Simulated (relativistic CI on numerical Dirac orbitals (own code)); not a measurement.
Hyperfine structure of La L, mass number 139

Computed by Dirac-Coulomb-Breit CI, separate exchange-only KLI orbitals for each configuration, QED by a radiative potential, unscaled Slater integrals (own radial code, finite nucleus).

Configuration list (outside the closed core 1s2): 2s²2p⁴, 2s2p⁵, 2p⁶, 2p⁵3s, 2p⁵3p, 2p⁵3d, 2s²2p³3s, 2s²2p³3p, 2s²2p³3d, 2s2p⁴3s, 2s2p⁴3p, 2s2p⁴3d, 2s²2p³4s, 2s²2p³4p, 2s²2p³4d, 2s²2p³4f. Levels of other configurations are missing.

Nuclear spin I = 7/2, μ = 2.7791 μN, Q = 0.206 b (tables of Stone and Pyykkö). The electronic factors are computed for point nuclear moments, without core polarisation or the Bohr-Weisskopf and QED corrections.

```json
{"Level": "2s²2p⁴ ³P2", "E (eV)": "0.00", "A (GHz)": "278.6", "B (GHz)": "14.8"}
{"Level": "2s²2p⁴ ³P1", "E (eV)": "426.45", "A (GHz)": "-128", "B (GHz)": "-69.5"}
{"Level": "2s²2p⁴ ¹D2", "E (eV)": "443.82", "A (GHz)": "697.1", "B (GHz)": "-154"}
{"Level": "2s2p⁵ ³P°2", "E (eV)": "706.95", "A (GHz)": "1731", "B (GHz)": "-139"}
{"Level": "2s2p⁵ ¹P°1", "E (eV)": "765.23", "A (GHz)": "-1126", "B (GHz)": "-44.9"}
{"Level": "2s2p⁵ ³P°1", "E (eV)": "1175.06", "A (GHz)": "3958", "B (GHz)": "-24.5"}
```

Levels with J = 0, under 50 % of one LS term, or S terms without an open s electron are left out. Small factors come from cancelling terms and can be off by tens of per cent or more.

At this charge energies of transitions that change n are usually good to better than 1 %, and those within a shell (Δn = 0) to a few per cent.

Task: Give the hyperfine levels of 2s²2p⁴ ³P2 relative to its centre of gravity.

Result: With K = F(F + 1) − I(I + 1) − J(J + 1), E = AK/2 + B[¾K(K + 1) − I(I + 1)J(J + 1)]/[2I(2I − 1)J(2J − 1)]: F = 3/2: -2499, F = 5/2: -1810, F = 7/2: -840, F = 9/2: 412.9, F = 11/2: 1954 GHz.

LS names give the leading component of a level, which can be under half, so a name can repeat, a term be missing and a line seem to break the LS rules.
